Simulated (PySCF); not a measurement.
Mapped SMILES: `[CH3:1][O:2][SiH2:3][O:4][CH2:5][C:6](=[O:7])[O:8][SiH3:9]`. Hydrogens are named by the atom that carries them.

[PySCF: GFN2-xTB structure; GIAO PBE0/pcSseg-1 shieldings; no solvent model; non-relativistic Hamiltonian; one computed conformer; equivalent nuclei averaged]

Question: Predict the 2D correlation tables (HSQC, COSY, HMBC).

Answer: 

HSQC (one-bond C–H):
```csv
δH,δC
4.91 (H(C5)),66.2 (C5)
3.79 (H(C1)),49.7 (C1)
```

HMBC (two and three bonds, from the bond graph):
```csv
δH,δC
5.00 (H(Si3)),"66.2 (C5), 49.7 (C1)"
4.91 (H(C5)),180.5 (C6)
4.82 (H(Si9)),180.5 (C6)
```

No COSY cross peaks are expected.

Referencing at the same level of theory: TMS for $^{1}$H (σref 31.72) and $^{13}$C (σref 186.93).

Shifts are as computed. Against solution values, carbons near 30 ppm lie about +3 ppm off and those near 130 ppm about +5 ppm. Of 1211 compounds with measured shifts, 218 miss one by over three times the rms of a fit or turn the order of signals round; such compounds aren't used in these exercises.
